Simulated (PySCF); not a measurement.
This PySCF input asks for the NMR shieldings of SMILES C(F)[SiH2]N[Si@H](F)N([SiH3])[SiH3], CH12F2N2Si4; the geometry comes from GFN2-xTB.

```python
import basis_set_exchange as bse
import numpy as np
from pyscf import gto, dft
from pyscf.prop import nmr

atoms = """
F     2.937837    1.842186   -1.329177
C     3.569382    1.009874   -0.421567
Si    2.512898   -0.559263   -0.110329
N     0.939446    0.040389    0.250949
Si   -0.405549   -0.862381    0.831483
F    -0.213640   -2.359491    0.272062
N    -1.888021   -0.212695    0.236715
Si   -3.006374   -1.294481   -0.563502
Si   -2.140676    1.510339    0.341468
H     3.724084    1.608893    0.478468
H     4.544704    0.775770   -0.849962
H     3.065348   -1.252176    1.055931
H     2.548985   -1.400314   -1.309308
H     0.748022    0.989707   -0.023745
H    -0.394326   -1.021550    2.277471
H    -4.237705   -0.531334   -0.761409
H    -3.229054   -2.432261    0.327362
H    -2.455711   -1.723905   -1.849879
H    -1.570430    2.184452   -0.830870
H    -1.476159    1.971737    1.562302
H    -3.581982    1.733450    0.415064
"""
names = dict.fromkeys(["F", "C", "Si", "N", "H"], "pcSseg-1")
basis = {el: gto.basis.parse(bse.get_basis(n, elements=[el], fmt="nwchem")) for el, n in names.items()}
mol = gto.M(atom=atoms, basis=basis, charge=0, verbose=0)
mf = dft.RKS(mol, xc="PBE0")
mf.grids.level = 2
mf.grids.alignment = dft.numint.BLKSIZE   # the property module wants whole blocks of grid points
mf.conv_tol = 1e-9
mf.kernel()

calc = nmr.RKS(mf)   # GIAO
C = mf.mo_coeff
Co = C[:, mf.mo_occ > 0]
resp = mf.gen_response(singlet=True, hermi=2)
def vind(x):   # induced exchange potential for any number of trial vectors
    d = np.einsum("pi,xij,qj->xpq", C, 2 * x.reshape(-1, C.shape[1], Co.shape[1]), Co, optimize=True)
    return np.einsum("xpq,pi,qj->xij", resp(d - d.transpose(0, 2, 1)), C, Co, optimize=True).ravel()
mo1, _ = nmr.rhf.solve_mo1(calc, with_cphf=vind)
sigma = calc.kernel(mo1)
for i, s in enumerate(sigma):   # ppm
    w = np.linalg.eigvalsh((s + s.T) / 2)
    print("%2d %-2s iso %8.1f  s11 %8.1f  s22 %8.1f  s33 %8.1f" % (i, mol.atom_pure_symbol(i), w.mean(), *w))
```

**Question.** Give the expected output.

**Answer.** 
```
 0 F  iso    482.4  s11    425.3  s22    487.6  s33    534.5
 1 C  iso    107.6  s11     61.2  s22     85.9  s33    175.7
 2 Si iso    392.7  s11    360.9  s22    386.5  s33    430.7
 3 N  iso    240.1  s11    204.3  s22    236.4  s33    279.6
 4 Si iso    377.5  s11    366.3  s22    376.2  s33    389.9
 5 F  iso    332.9  s11    311.5  s22    318.9  s33    368.2
 6 N  iso    255.4  s11    221.8  s22    246.9  s33    297.4
 7 Si iso    398.1  s11    357.0  s22    378.1  s33    459.1
 8 Si iso    404.3  s11    354.8  s22    391.5  s33    466.7
 9 H  iso     26.7  s11     22.3  s22     26.1  s33     31.7
10 H  iso     26.8  s11     22.6  s22     26.2  s33     31.5
11 H  iso     26.9  s11     23.4  s22     25.3  s33     32.1
12 H  iso     26.5  s11     22.2  s22     25.2  s33     32.3
13 H  iso     30.7  s11     20.8  s22     31.4  s33     39.9
14 H  iso     26.6  s11     23.3  s22     24.1  s33     32.4
15 H  iso     27.1  s11     23.5  s22     25.9  s33     31.9
16 H  iso     26.7  s11     22.9  s22     24.9  s33     32.4
17 H  iso     26.7  s11     22.7  s22     25.2  s33     32.3
18 H  iso     27.0  s11     23.0  s22     25.4  s33     32.5
19 H  iso     27.0  s11     23.7  s22     25.6  s33     31.8
20 H  iso     27.0  s11     23.2  s22     25.5  s33     32.4
```

These numbers come from an equivalent density-fitted implementation of the same equations, which agrees with the script to about 0.01 ppm for H and up to a few tenths of a ppm for heavy atoms, so last digits may differ.

**Question.** Turn these shieldings into chemical shifts. Scale: CFCl3 for 19F (170.95 ppm); 13C (186.93 ppm) and 29Si (349.16 ppm) and 1H (31.72 ppm) against TMS; NH3 for 15N (267.73 ppm) (reference shieldings calculated alike).

**Answer.** Averaging equivalent atoms: F 5: -161.9; F 0: -311.5; C 1: 79.3; Si 4: -28.3; Si 2: -43.5; Si 7/8: -52.0; N 3: 27.6; N 6: 12.3; H 12: 5.17; H 14: 5.10; H 9: 5.03; H 10: 4.96; H 15/16/17/18/19/20: 4.79; H 11: 4.77; H 13: 1.01 ppm. Unscaled 19F shifts against computed CFCl3 carry errors that often reach 10 to 50 ppm. Experimental scales use liquid or dissolved standards, which lie at an offset from isolated NH3 (liquid NH3: subtract about 20 ppm).

Size and cost of the density-fitted run: 241 basis functions, 110 s wall time on 1 thread of an Arm Neoverse N1, shared host; peak memory 1.1 GiB.
